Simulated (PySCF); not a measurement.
A small calculation by hand: oscillator strength and radiative lifetime

FGeH₂N, SMILES [NH2][Ge][F] (connectivity only; charge and spin as stated), neutral, multiplicity 1.

Geometry optimised at PBE0-D3(BJ)/def2-TZVP. Other conformers were not sampled.

TDA-ωB97X/def2-SVPD run with PySCF puts the first singlet state with f over 0.02 at 5.47 eV (vertical), with the transition dipole (0.000, 0.000, -1.016) in atomic units.

Task: Find the oscillator strength, the wavelength and the radiative lifetime that this transition would have in vacuum if emission retraced absorption.

Result: 
|μ|² = 1.0323 au, so |μ| = 2.58 D. ΔE = 5.47/27.211 = 0.2010 hartree. f = (2/3) ΔE |μ|² = 0.138 (the program prints 0.138).
λ = 1239.84/5.47 = 227 nm; ν = 44119 cm⁻¹.
Einstein's coefficient A = 0.6670 ν² f s⁻¹ (ν in cm⁻¹) = 1.8e8 s⁻¹, so τ = 1/A = 5.6 ns. This state is S1. The figure is the radiative limit of this one transition; relaxation, internal conversion, crossing to triplets and a medium change what is measured.
